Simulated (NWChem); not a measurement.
System: GeHOBr, singlet; SMILES [Ge]([OH])[Br]

NWChem input:

```
start job
memory heap 200 mb stack 900 mb global 1100 mb
geometry units angstroms noautosym nocenter noautoz
  Ge     0.335304     1.004555     0.000000
  Br     0.018009    -1.322549     0.000000
  O     -1.390449     1.455685     0.000000
  H     -1.519037     2.413532     0.000000
end
basis spherical
  * library def2-svpd
end
dft
  xc b3lyp
  iterations 150
end
property
  response 1 0.0
end
task dft property
```

NWChem printed, in part:

```
             Northwest Computational Chemistry Package (NWChem) 7.3.0
             --------------------------------------------------------

                             Geometry "geometry" -> ""
                             -------------------------

 Output coordinates in angstroms (scale by  1.889725989 to convert to a.u.)

  No.       Tag          Charge          X              Y              Z
 ---- ---------------- ---------- -------------- -------------- --------------
    1 Ge                  32.0000     0.33530400     1.00455500     0.00000000
    2 Br                  35.0000     0.01800900    -1.32254900     0.00000000
    3 O                    8.0000    -1.39044900     1.45568500     0.00000000
    4 H                    1.0000    -1.51903700     2.41353200     0.00000000

 Effective nuclear repulsion energy (a.u.)     392.1015480754

                              NWChem Property Module
                              ----------------------

                                 NWChem DFT Module
                                 -----------------

 Summary of "ao basis" -> "ao basis" (spherical)
 ------------------------------------------------------------------------------
       Tag                 Description            Shells   Functions and Types
 ---------------- ------------------------------  ------  ---------------------
 Ge                        def2-svpd                14       38   6s4p4d
 Br                        def2-svpd                15       41   6s5p4d
 O                         def2-svpd                 9       23   4s3p2d
 H                         def2-svpd                 4        8   2s2p

            General Information
            -------------------
          SCF calculation type: DFT
          Wavefunction type:  closed shell.
          No. of atoms     :     4
          No. of electrons :    76
           Alpha electrons :    38
            Beta electrons :    38
          Charge           :     0
          Spin multiplicity:     1
          Use of symmetry is: off; symmetry adaption is: off
          Maximum number of iterations: 150
          AO basis - number of functions:   110
                     number of shells:    42
          Convergence on energy requested:  1.00D-06
          Convergence on density requested:  1.00D-05
          Convergence on gradient requested:  5.00D-04

              XC Information
              --------------
                         B3LYP Method XC Potential
                     Hartree-Fock (Exact) Exchange  0.200
                        Slater Exchange Functional  0.800 local
                    Becke 1988 Exchange Functional  0.720 non-local
              Lee-Yang-Parr Correlation Functional  0.810
                  VWN I RPA Correlation Functional  0.190 local

             Grid Information
             ----------------
          Grid used for XC integration:  medium
          Radial quadrature: Mura-Knowles
          Angular quadrature: Lebedev.
          Tag              B.-S. Rad. Rad. Pts. Rad. Cut. Ang. Pts.
          ---              ---------- --------- --------- ---------
          Ge                  1.25      112          12.0       590
          Br                  1.15      112          12.0       590
          O                   0.60       49          12.0       434
          H                   0.35       45          13.0       434
          Grid pruning is: on
          Number of quadrature shells:   318
          Spatial weights used:  Erf1

      Superposition of Atomic Density Guess
      -------------------------------------

 Sum of atomic energies:       -4722.32549972

      Non-variational initial energy
      ------------------------------

 Total energy =   -4722.720644
 1-e energy   =   -7362.579021
 2-e energy   =    2247.756829
 HOMO         =      -0.285406
 LUMO         =      -0.039134

   convergence    iter        energy       DeltaE   RMS-Dens  Diis-err
 ---------------- ----- ----------------- --------- --------- ---------
 d= 0,ls=0.0,diis     1  -4726.4143211563 -5.12D+03  1.92D-02  7.91D-01
 d= 0,ls=0.0,diis     2  -4726.1160051976  2.98D-01  1.06D-02  3.49D+00
 d= 0,ls=0.0,diis     3  -4726.5004083710 -3.84D-01  2.62D-03  9.40D-02
 d= 0,ls=0.0,diis     4  -4726.5071215848 -6.71D-03  1.40D-03  1.93D-02
 d= 0,ls=0.0,diis     5  -4726.5096153418 -2.49D-03  3.03D-04  1.92D-03
  Resetting Diis
 d= 0,ls=0.0,diis     6  -4726.5098016242 -1.86D-04  4.91D-05  4.70D-05
 d= 0,ls=0.0,diis     7  -4726.5098050671 -3.44D-06  1.41D-05  7.85D-07
 d= 0,ls=0.0,diis     8  -4726.5098050007  6.64D-08  7.99D-06  1.74D-06

         Total DFT energy =    -4726.509805000685
      One electron energy =    -7362.782441629222
           Coulomb energy =     2423.577911953712
    Exchange-Corr. energy =     -179.406823400570
 Nuclear repulsion energy =      392.101548075396

 Numeric. integr. density =       76.000003434682

                       DFT Final Molecular Orbital Analysis
                       ------------------------------------

 Vector   36  Occ=2.000000D+00  E=-3.027995D-01
              MO Center= -4.8D-02, -1.0D+00, -8.4D-08, r^2= 2.2D+00
   Bfn.  Coefficient  Atom+Function         Bfn.  Coefficient  Atom+Function
  ----- ------------  ---------------      ----- ------------  ---------------
    56      0.537731  2 Br pz                53      0.508217  2 Br pz
    50     -0.335115  2 Br pz                86     -0.174923  3 O  pz
    89     -0.125897  3 O  pz                47      0.108881  2 Br pz
    15      0.074576  1 Ge pz                18      0.073123  1 Ge pz
    59      0.064992  2 Br pz                92     -0.048043  3 O  pz

 Vector   37  Occ=2.000000D+00  E=-3.004146D-01
              MO Center=  9.4D-02, -9.0D-01,  1.5D-08, r^2= 2.5D+00
   Bfn.  Coefficient  Atom+Function         Bfn.  Coefficient  Atom+Function
  ----- ------------  ---------------      ----- ------------  ---------------
    54      0.457833  2 Br px                51      0.437068  2 Br px
    48     -0.287613  2 Br px                55     -0.252980  2 Br py
    52     -0.242736  2 Br py                 4      0.161311  1 Ge s
    49      0.159242  2 Br py                83      0.149964  3 O  s
    16      0.147809  1 Ge px                13      0.128582  1 Ge px

 Vector   38  Occ=2.000000D+00  E=-2.757593D-01
              MO Center=  1.2D-01,  2.3D-01, -1.7D-10, r^2= 4.0D+00
   Bfn.  Coefficient  Atom+Function         Bfn.  Coefficient  Atom+Function
  ----- ------------  ---------------      ----- ------------  ---------------
     4      0.426408  1 Ge s                 54     -0.316788  2 Br px
    51     -0.294927  2 Br px                 5      0.293226  1 Ge s
    84     -0.267198  3 O  px                55     -0.264191  2 Br py
     3     -0.242963  1 Ge s                 52     -0.235246  2 Br py
    87     -0.201074  3 O  px                13      0.195708  1 Ge px

 Vector   39  Occ=0.000000D+00  E=-1.008147D-01
              MO Center=  3.3D-01,  8.9D-01,  2.7D-08, r^2= 3.2D+00
   Bfn.  Coefficient  Atom+Function         Bfn.  Coefficient  Atom+Function
  ----- ------------  ---------------      ----- ------------  ---------------
    18      0.599036  1 Ge pz                15      0.477004  1 Ge pz
    12     -0.253586  1 Ge pz                86     -0.219856  3 O  pz
    56     -0.207837  2 Br pz                89     -0.178023  3 O  pz
    53     -0.167905  2 Br pz                50      0.106716  2 Br pz
     9      0.081864  1 Ge pz                35      0.080773  1 Ge d -1

 Vector   40  Occ=0.000000D+00  E=-3.279056D-02
              MO Center=  1.1D-01,  1.4D+00,  8.4D-09, r^2= 6.2D+00
   Bfn.  Coefficient  Atom+Function         Bfn.  Coefficient  Atom+Function
  ----- ------------  ---------------      ----- ------------  ---------------
     6      0.931136  1 Ge s                  5     -0.510101  1 Ge s
    44     -0.477822  2 Br s                 83      0.399077  3 O  s
    14      0.339669  1 Ge py                17      0.334817  1 Ge py
   104     -0.311417  4 H  s                 38     -0.252017  1 Ge d  2
    91      0.232638  3 O  py                 4     -0.219631  1 Ge s

 Vector   41  Occ=0.000000D+00  E=-8.088722D-03
              MO Center= -3.4D-01,  1.0D+00, -1.2D-07, r^2= 7.7D+00
   Bfn.  Coefficient  Atom+Function         Bfn.  Coefficient  Atom+Function
  ----- ------------  ---------------      ----- ------------  ---------------
    83      0.658848  3 O  s                104     -0.461949  4 H  s
     5      0.427998  1 Ge s                 16     -0.406562  1 Ge px
    91      0.384473  3 O  py                44      0.316430  2 Br s
     4      0.296467  1 Ge s                 90     -0.290271  3 O  px
   109      0.287537  4 H  py                43     -0.285816  2 Br s

     Multipole analysis of the density
     ---------------------------------

     L   x y z        total         alpha         beta         nuclear
     -   - - -        -----         -----         ----         -------
     0   0 0 0     -0.000000    -38.000000    -38.000000     76.000000

     1   1 0 0      0.333107      1.378422      1.378422     -2.423736
     1   0 1 0      1.214942      0.687258      0.687258     -0.159574
     1   0 0 1      0.000000      0.000000      0.000000      0.000000

[...]

 DFT Linear Response polarizability / au
 Frequency  =       0.0000000 / au
              X              Y              Z
 -----------------------------------------------
 X      54.5949595     -0.8134159      0.0000004
 Y      -0.8134180     81.8640250      0.0000021
 Z       0.0000004      0.0000021     46.1521568
 -----------------------------------------------
 Eigenvalues =      54.5707174     81.8882671     46.1521568
 Isotropic   =      60.8703804
 Anisotropic =      32.3588493
 -----------------------------------------------

 Magnetic Dipole Response Matrix (nonzero elements):

 Exiting AOResponse driver routine
```

Level: B3LYP/def2-SVPD. Low-valent species are run as closed-shell singlets; no triplet was tried in these runs. Structure relaxed at the PBE0/def2-SVP level.
